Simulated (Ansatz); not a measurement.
Input file for Ansatz (a quantum-chemistry and plane-wave program): R-SVWN5/def2-TZVPP on HF (SMILES F).

Ansatz 0.2 input:
```yaml
crystal:
  periodic: [false, false, false]
  atoms:
    - {symbol: F, position_ang: [-0.00000000, 0.00000000, 0.46222970]}
    - {symbol: H, position_ang: [0.00000000, -0.00000000, -0.46222970]}
basis:
  gaussian:
    orbitals: def2-TZVPP
hamiltonian:
  xc: {name: SVWN5}
scf: {lower_state_search: off}
```

It printed:

```
WARN ansatz: RAYON_NUM_THREADS=4 ignored (pool sized by the plan → 4); use --threads N
Functional definition: SVWN5
these checks for a lower state are left out or cut short: stability, starts, cluster_reference, orbital_swaps, neighbouring_geometries, increment
integrals: 0.00 GiB planned
215 factors; their error is unknown
mean field: 0.08 GiB planned
mean field evaluation 1: about -2715.2887 eV, gradient 3.4e1 eV
mean field evaluation 2: about -2710.9727 eV, gradient 6.7e1 eV
mean field evaluation 4: about -2716.8562 eV, gradient 4.0e-1 eV
mean field evaluation 8: about -2716.8554 eV, gradient 1.5e-3 eV
mean field -2716.85538789 eV, -99.8425939543 hartree, gradient 2.9e-6 eV, S^2 0.000000; 0 other end points of the search recorded, 0 dependent functions left out
reference -2716.85539904 eV, -99.8425943639 hartree; 5, 5 occupied and 40, 40 virtual orbitals, 215 factors
Total energy: -2716.85539904 eV, -99.8425943639 hartree
Checks for a lower state left out: stability, starts, cluster_reference, orbital_swaps, neighbouring_geometries, increment
```

The run converged.

Cost: roughly 0.19 core-seconds.
